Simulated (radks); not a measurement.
Values are calculated unless marked as measured or tabulated.
Q: Coherent X-ray form factor from a spherical all-electron density. Level of theory: non-relativistic Kohn-Sham, r2SCAN, spin-polarised, spherical densities, point nucleus; meta-GGA in the generalised Kohn-Sham scheme (a radial shooting solver on a logarithmic mesh with Libxc functionals).

sin(theta)/lambda (1/angstrom),f0 (electrons)
0.05,0.945
0.1,0.806
0.15,0.636
0.2,0.477
0.25,0.348
0.3,0.251
0.4,0.132
0.5,0.072
0.6,0.042
0.8,0.016
1,0.007
1.25,0.003
1.5,0.002
2,0.001

The species is in the configuration that NIST lists as its ground one. Which atom or ion scatters so?

A: Neutral hydrogen, 1s1. Extrapolating in s^2 from the first two rows gives f0(0) = 1.0, near the electron count 1; among species with that count, the fall with angle is slower the higher Z, and the table is that of Z = 1; from so few rows the species is fixed only to a neighbour or two.
